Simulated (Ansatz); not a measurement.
Basis-set extrapolation for C₃H₉B, SMILES `BC(C)C` (PBE0-D4/def2-TZVP geometry, frozen core, the Gaussian-basis code of Ansatz). Multiplicity 1, RHF reference.

|  | def2-TZVPP | def2-QZVPP |
| --- | --- | --- |
| HF | -143.558752 | -143.565871 |
| MP2 correlation | -0.636827 | -0.676101 |
| CCSD(T) correlation | -0.714213 | not run |

Energies in hartree. Use E(X) = E(∞) + A·exp(−7.88·√X) for Hartree–Fock and E(X) = E(∞) + B·X^(−2.97) for correlation, with X = 3 and 4, and add CCSD(T) minus MP2 of the smaller set to the MP2 limit.

Task: What is the CCSD(T) energy at the basis-set limit?

Result: HF limit: -143.565871 + (-0.007119) × 0.13774 = -143.56685. MP2 limit: -0.676101 + (-0.039274) × 0.74074 = -0.70519. Higher-order term: -0.714213 − (-0.636827) = -0.07739. Total: -144.34943 hartree, 2.08 eV below CCSD(T)/def2-TZVPP.
